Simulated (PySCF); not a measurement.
Compound: ethyl vinyl sulfone, C4H8O2S.
Z-matrix (Å and degrees, PBE0-D3(BJ)/def2-SVP geometry), rows numbered from 1:
```
C 
C   1  1.3289
S   2  1.7787  1  119.15
O   3  1.4620  2  107.93  1     0.50
O   3  1.4621  2  106.91  1   132.44
C   3  1.7970  2  104.99  1  -113.52
C   6  1.5125  3  113.51  2   -68.45
H   1  1.0933  2  121.32  3  -175.83
H   1  1.0947  2  119.76  3     3.25
H   2  1.0933  1  125.27  3   174.80
H   6  1.1022  3  101.71  2   170.58
H   6  1.1002  3  106.14  2    57.84
H   7  1.0997  6  110.13  3  -173.17
H   7  1.1004  6  111.89  3    67.26
H   7  1.0990  6  110.13  3   -53.40
```

Level of theory: core-valence-separated Tamm–Dancoff BHandHLYP/aug-pcX-1 (pcseg-1 on H, def2-SVPD on S) in PySCF, non-relativistic, gas phase, PBE0-D3(BJ)/def2-SVP geometry. The energies are unshifted.

(1) List the oxygen K-edge absorption lines.

(2) Give energies, oscillator strengths and core holes at the C K edge.

## Answers

(1) 
```
E (eV)       f  core hole on          main final orbital
531.49  0.0230            O5                 LUMO (68 %)
531.74  0.0212            O4                 LUMO (60 %)
532.74  0.0209            O4                      spread
532.96  0.0222            O5                      spread
533.12  0.0236            O5                      spread
533.53  0.0169            O4                      spread
533.71  0.0076            O5               LUMO+1 (50 %)
533.74  0.0133            O4                      spread
533.92  0.0167            O4                      spread
534.22  0.0130         O4/O5  spread (2 roots, f summed)
```

The first line with a tenth or more of the strongest one's intensity is at 531.49 eV (f = 0.023), with the hole on O5 (sulfonyl oxygen). The strongest listed is at 533.12 eV (f = 0.024; O5).

(2) 
```
E (eV)       f  core hole on  main final orbital                        polarisation
282.11  0.0659            C1         LUMO (84 %)  normal to the local trigonal plane
282.86  0.0532            C2         LUMO (87 %)  normal to the local trigonal plane
285.65  0.0084            C7       LUMO+1 (54 %)                                   –
285.90  0.0438            C6         LUMO (41 %)                                   –
286.14  0.0145            C7         LUMO (53 %)                                   –
286.41  0.0187            C7              spread                                   –
286.46  0.0106            C1       LUMO+2 (45 %)         in the local trigonal plane
286.56  0.0144            C6       LUMO+1 (33 %)                                   –
286.58  0.0373            C2              spread         in the local trigonal plane
286.80  0.0178            C7              spread                                   –
286.83  0.0274            C2              spread         in the local trigonal plane
286.94  0.0249            C6              spread                                   –
287.06  0.0109            C7              spread                                   –
287.27  0.0214            C1       LUMO+3 (31 %)         in the local trigonal plane
287.31  0.0224            C6       LUMO+5 (31 %)                                   –
287.77  0.0034            C7       LUMO+5 (37 %)                                   –
287.81  0.0029            C1       LUMO+1 (40 %)                               mixed
```

The first line with a tenth or more of the strongest one's intensity is at 282.11 eV (f = 0.066), with the hole on C1 (terminal =CH2 carbon), polarised normal to the local trigonal plane: a 1s→π* resonance. It is also the strongest listed.

Roots within 0.03 eV whose holes lie on the same, on equivalent or on shared atoms are summed into one line, and the highest roots are left out, as the search may have cut off their partners. Final orbitals are the ground state's empty Kohn–Sham orbitals. A dash: too weak, shared between unlike atoms, or no plane or axis to refer to.

Question: What are the wavelength and the wavenumber of the 533.74 eV line?

Answer: λ = 12398.42 eV Å/533.74 eV = 23.229 Å; 4.3049 × 10⁶ cm⁻¹.

Only the lowest roots of each edge were sought.

One conformer stands for the species.
